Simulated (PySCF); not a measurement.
Species: C₄H₁₀OS₂.
SMILES: `CS[C@@H](C)[S@@](C)=O`

Torsions of this conformer, `[CH3:1][S:2][C@@H:3]([CH3:4])[S@@:5]([CH3:6])=[O:7]`: C1–S2–C3–C4 -57°, S2–C3–S5–C6 72°.

The closed-shell ground state was solved at several levels (PySCF, density fitting, gas phase, non-relativistic). Isolated species at its GFN2-xTB geometry (one conformer only).

| level | basis functions | HOMO (eV) | LUMO (eV) | gap (eV) | dipole (D) |
| --- | --- | --- | --- | --- | --- |
| PBE0/def2-SVPD | 237 | -6.52 | 0.17 | 6.69 | 2.68 |
| CAM-B3LYP/def2-SVPD | 237 | -7.85 | 0.90 | 8.75 | 2.84 |

(1) What might PBE0/pcSseg-1 (183 basis functions) give for the same quantities?

(2) Over all these levels, which gives the widest orbital gap and which the narrowest?

(3) How far do the dipole and the HOMO energy spread over the levels?

Results:

(1) HOMO -6.46 eV, LUMO 0.60 eV, gap 7.06 eV, dipole 2.56 D.

(2) CAM-B3LYP/def2-SVPD (range-separated hybrid) has the widest, 8.75 eV, and PBE0/def2-SVPD (global hybrid, 25 % exact exchange) the narrowest, 6.69 eV. The two share the basis. From the narrowest to the widest the HOMO moves by -1.33 eV and the LUMO by +0.73 eV.

(3) The dipole runs from 2.56 to 2.84 D (mean 2.69 D) and the HOMO from -7.85 to -6.46 eV.
